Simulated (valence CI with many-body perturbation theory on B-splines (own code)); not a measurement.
## Basis-set convergence for Pd XXVI

Calculated by relativistic CI+MBPT: three valence electrons over a frozen Dirac-Fock core [Ar], radial functions for each j: 7 s, 7 p, 8 d, 6 f, 4 g, 1 h, with the one-electron correlation potential Σ1, the two-electron term Σ2, the three-electron term Σ3, Breit, model QED; selected CI, second order for the rest, scaled by the run's own slope (own B-spline code, finite nucleus).

No measured spectrum was set against this ion. As an estimate, terms of the open shell hold to 2 to 4 % of their energy, and close levels can change places. Only levels of the ground parity were solved; by the run's estimate the other parity begins above the list, which can be wrong where configurations are misplaced.

The reference run has the lowest level 3d3 4F_3/2 and an ionisation energy of 1290.69 eV. Its largest variational space holds 4833 state functions.

Names give the largest LS component (configuration and term), which can be under half, so a name can repeat, a term be missing and a line seem to break the LS rules; names also repeat where a configuration has a term twice. Letters in brackets count levels of one name in rising energy.

Changed runs:
A. basis 6 s, 6 p, 5 d, 5 f, 1 g
B. basis 5 s, 5 p, 4 d, 4 f

Excitation energies of the reference run in cm⁻¹, and shifts in cm⁻¹:

```
                 Level  Reference      A      B
            3d3 4F_5/2      31463    -81   -128
            3d3 4F_7/2      55663    -42    -45
            3d3 4F_9/2      71082    +76   +184
            3d3 4P_3/2      74604   +244   +499
            3d3 4P_1/2      86304   +193   +427
            3d3 2G_7/2     114072   +257   +527
            3d3 2H_9/2     119267   +197   +489
            3d3 4P_5/2     124425   +124   +280
        3d3 2D_3/2 [a]     140027   +261   +476
            3d3 2P_1/2     149120   +390   +804
           3d3 2H_11/2     159932   +353   +845
        3d3 2D_5/2 [a]     171639   +391   +689
Ionisation energy (eV)    1290.69  -0.05  -0.07
```
